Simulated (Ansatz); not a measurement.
Mulliken charges of `ClC1=C(Br)C1` from ωB97M-V/def2-TZVPP in Ansatz (PBE0-D4/def2-TZVP geometry).

```
atom   x (Å)   y (Å)   z (Å)  charge (e)
 Cl1   0.182  -1.034   2.263       0.004
  C2   0.050  -0.420   0.716       0.011
  C3  -0.167  -0.583  -0.542      -0.061
 Br4  -0.560  -1.667  -1.963       0.061
  C5   0.130   0.825  -0.114      -0.221
  H6   1.107   1.258  -0.338       0.103
  H7  -0.682   1.553  -0.068       0.103
```

Question: By hand: the dipole of these point charges (1 e Å = 4.8032 D).

Answer: Σ q r = (-0.008, 0.032, -0.086) e Å, of length 0.092 e Å = 0.44 D.

Question: How does the dipole of the full density compare? (Best estimate.)

Answer: Computed: (0.017, 0.114, -0.013) e Å, 0.56 D; the point charges give 0.79 times that, at 64° from its direction.

Point charges leave out the atoms' own dipoles, such as those of lone pairs, and Mulliken's split depends on the basis, so the two needn't agree.
